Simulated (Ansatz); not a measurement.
`FC(F)(F)c1ccc(-c2ccc(-c3ccc(C(F)(F)F)cc3)cc2)cc1`. Charge 0, multiplicity 1. Geometry r2SCAN-D4/def2-SVP; atoms count from 1.

```csv
atom,x (Å),y (Å),z (Å)
F1,-6.421,-0.887,-4.375
C2,-5.902,-1.923,-3.689
F3,-6.877,-2.423,-2.910
F4,-5.593,-2.870,-4.596
C5,-4.698,-1.508,-2.893
C6,-4.516,-1.951,-1.578
C7,-3.372,-1.580,-0.872
C8,-2.388,-0.765,-1.462
C9,-1.174,-0.374,-0.710
C10,-1.231,-0.098,0.669
C11,-0.090,0.276,1.374
C12,1.159,0.376,0.733
C13,2.374,0.767,1.483
C14,3.624,0.190,1.184
C15,4.768,0.553,1.891
C16,4.686,1.509,2.912
C17,5.938,1.917,3.634
F18,5.673,2.577,4.775
F19,6.705,2.726,2.877
F20,6.696,0.850,3.948
C21,3.453,2.093,3.223
C22,2.310,1.722,2.515
C23,1.217,0.094,-0.645
C24,0.073,-0.266,-1.353
C25,-2.589,-0.328,-2.787
C26,-3.731,-0.691,-3.495
H27,-5.269,-2.592,-1.111
H28,-3.225,-1.953,0.147
H29,-2.191,-0.155,1.191
H30,-0.161,0.470,2.449
H31,3.693,-0.580,0.409
H32,5.729,0.083,1.662
H33,3.392,2.842,4.017
H34,1.355,2.204,2.747
H35,2.171,0.184,-1.173
H36,0.151,-0.494,-2.420
H37,-1.854,0.334,-3.254
H38,-3.885,-0.330,-4.516
```

Single mean-field runs in def2-TZVP are fitted with def2-universal-jkfit.

Q: Estimate the Mulliken populations of the heavy atoms from the PBE0/def2-TZVP orbitals of Ansatz.

A: 
```
atom  charge (e)
  F1       -0.16
  C2        0.44
  F3       -0.16
  F4       -0.16
  C5        0.08
  C6       -0.18
  C7       -0.20
  C8        0.15
  C9        0.18
 C10       -0.21
 C11       -0.21
 C12        0.18
 C13        0.15
 C14       -0.20
 C15       -0.20
 C16        0.08
 C17        0.44
 F18       -0.16
 F19       -0.16
 F20       -0.16
 C21       -0.18
 C22       -0.20
 C23       -0.21
 C24       -0.21
 C25       -0.20
 C26       -0.20
```
Mulliken values depend strongly on the basis.

Q: And the Mayer bond orders between heavy atoms (over 0.3)?

A: F1–C2 1.15 (1.35 Å); C2–F3 1.15 (1.34 Å); C2–F4 1.16 (1.35 Å); C2–C5 1.01 (1.50 Å); C5–C6 1.37 (1.40 Å); C5–C26 1.37 (1.40 Å); C6–C7 1.43 (1.39 Å); C7–C8 1.38 (1.41 Å); C8–C9 0.88 (1.48 Å); C8–C25 1.37 (1.41 Å); C9–C10 1.38 (1.41 Å); C9–C24 1.38 (1.41 Å); C10–C11 1.46 (1.39 Å); C11–C12 1.38 (1.41 Å); C12–C13 0.88 (1.48 Å); C12–C23 1.38 (1.41 Å); C13–C14 1.37 (1.41 Å); C13–C22 1.38 (1.41 Å); C14–C15 1.46 (1.39 Å); C15–C16 1.37 (1.40 Å); C16–C17 1.01 (1.50 Å); C16–C21 1.37 (1.40 Å); C17–F18 1.15 (1.34 Å); C17–F19 1.16 (1.35 Å); C17–F20 1.15 (1.35 Å); C21–C22 1.43 (1.39 Å); C23–C24 1.46 (1.39 Å); C25–C26 1.46 (1.39 Å).
